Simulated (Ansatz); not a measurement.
`CC(F)([SiH3])Cl` + H₂O → `CC(O)([SiH3])Cl` + H–F at 400 K and 1 bar (formal hydrolysis of a C–F bond).

Calculated with Ansatz (gas phase, PBE0-D4/def2-TZVP geometries, no zero-point term in ΔE). CCSD(T)/CBS is the MP2 limit (def2-TZVPP, def2-QZVPP) plus CCSD(T) − MP2 in def2-TZVPP, frozen cores. This one scheme is used for every species. One conformer a species, not always the lowest.

```json
{"species": "`CC(F)([SiH3])Cl`", "CCSD(T)/CBS energy (Eh)": "-928.35296", "H − E (kJ/mol)": "224.7", "S (J/(mol·K))": "379.3"}
{"species": "H₂O", "CCSD(T)/CBS energy (Eh)": "-76.37941", "H − E (kJ/mol)": "69.8", "S (J/(mol·K))": "198.6"}
{"species": "`CC(O)([SiH3])Cl`", "CCSD(T)/CBS energy (Eh)": "-904.34029", "H − E (kJ/mol)": "259.4", "S (J/(mol·K))": "385.3"}
{"species": "H–F", "CCSD(T)/CBS energy (Eh)": "-100.39570", "H − E (kJ/mol)": "36.5", "S (J/(mol·K))": "182.2"}
```

H − E and S are ideal-gas, rigid-rotor, harmonic terms from PBE0-D4/def2-TZVP, for one conformer and one mirror image of each species. 1 Eh = 2625.50 kJ/mol, R = 8.31446 J/(mol·K).

By hand: ΔE, ΔH, ΔS and ΔG.

ΔE = (-904.34029) + (-100.39570) − (-928.35296) − (-76.37941) = -0.00362 Eh = -9.5 kJ/mol. Δ(H − E) = 259.4 + 36.5 − 224.7 − 69.8 = 1.4, so ΔH = -8.1 kJ/mol. ΔS = 385.3 + 182.2 − 379.3 − 198.6 = -10.4 J/(mol·K). ΔG = -8.1 − 400 × (-10.4)/1000 = -3.9 kJ/mol.

By hand: the equilibrium constant, and the temperature at which ΔG would vanish if ΔH and ΔS stayed fixed.

log₁₀ K = −ΔG/(RT ln 10) = 0.5. ΔG = 0 at ΔH/ΔS = 779 K, though so small a ΔH makes that figure unsure.

TΔS isn't small against ΔH here. The sign of ΔG lies within the doubt. A doubt of 5 kJ/mol in ΔE shifts log₁₀ K by 0.7 here. Other conformers and mirror images would add mixing entropy, several J/(mol·K) or more a flexible species. These are equilibria of isolated gas molecules and say nothing of rates. Largest T1 diagnostic: 0.011 (customary marks: 0.02 for closed shells, 0.045 for open ones).
